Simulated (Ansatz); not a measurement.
Calculated with Ansatz (gas phase, PBE0-D4/def2-TZVP geometries, no zero-point term in ΔE). CCSD(T)/CBS adds triple-zeta CCSD(T) − MP2 to the extrapolated MP2 energy (def2 sets, frozen cores). DFT in def2-TZVPP. B3LYP here is the variant with VWN-RPA as its local correlation; programs differ in this. One conformer a species, not always the lowest.

Consider the redistribution: `[SiH3]O[SiH](Cl)Cl` + `[AlH2][BH]O[SiH3]` → `[SiH3]O[SiH](Cl)O[SiH3]` + `[AlH2][BH]Cl`.

`[SiH3]O[SiH](Cl)Cl`:

Z-matrix (Å, degrees):
```
Si
O 1 1.649
H 1 1.483 2 109.5
H 1 1.481 2 107.2 3 -119.7
H 1 1.483 2 109.6 3 120.7
Si 2 1.607 1 146.6 3 -62.2
Cl 6 2.039 2 110.0 1 56.7
Cl 6 2.039 2 110.0 1 -62.7
H 6 1.468 2 109.9 1 177.0
```

`[AlH2][BH]O[SiH3]`:

Cartesian coordinates in Å:
```
Al -1.886 1.396 -1.154
B -0.751 0.031 0.061
O 0.601 -0.016 -0.056
Si 1.742 -0.940 0.720
H -2.218 2.877 -0.662
H -2.466 0.966 -2.577
H -1.256 -0.724 0.868
H 1.084 -1.842 1.699
H 2.468 -1.726 -0.306
H 2.681 -0.022 1.408
```

`[SiH3]O[SiH](Cl)O[SiH3]`:

```xyz
13

Si    0.573    0.851   -2.253
O    -0.250    1.260   -0.889
Si   -1.134    0.724    0.348
Cl   -2.407   -0.736   -0.334
O    -0.201    0.094    1.505
Si    0.550   -1.265    2.047
H    -0.364    0.298   -3.261
H     1.213    2.082   -2.774
H     1.611   -0.160   -1.930
H    -1.922    1.831    0.900
H    -0.458   -2.234    2.542
H     1.336   -1.881    0.949
H     1.454   -0.864    3.150
```

`[AlH2][BH]Cl`:

```xyz
6

Al    0.830    0.525    0.400
B    -0.692   -0.616   -0.554
Cl   -2.321   -0.485    0.089
H     1.148    2.009   -0.076
H     1.638   -0.075    1.632
H    -0.603   -1.357   -1.490
```

(1) Is it downhill or uphill in electronic energy at CCSD(T)/CBS, and by how much? (Best estimate.)

(2) What do these levels give: PBE-D4, r2SCAN-D4, B3LYP-D4, SCS-MP2/def2-TZVPP, CCSD/def2-TZVPP, CCSD/CBS(def2)? (An estimate is asked.)

Largest T1 diagnostic among the species: 0.013.

## Answers

(1) The calculation gave: Nearly level: ΔE = -1.1 kJ/mol.

(2) Computed: PBE-D4 7.5, r2SCAN-D4 0.6, B3LYP-D4 1.7, SCS-MP2/def2-TZVPP -0.9, CCSD/def2-TZVPP -2.3, CCSD/CBS(def2) -1.9 kJ/mol.

From PBE to PBE0 (25 % exact exchange), in def2-TZVPP and without D4, ΔE moves by −3.6 kJ/mol. In def2-TZVPP, CCSD(T) changes the Hartree–Fock value by +3.2 kJ/mol (the triples alone add +0.8 kJ/mol) and MP2 by +4.3 kJ/mol.
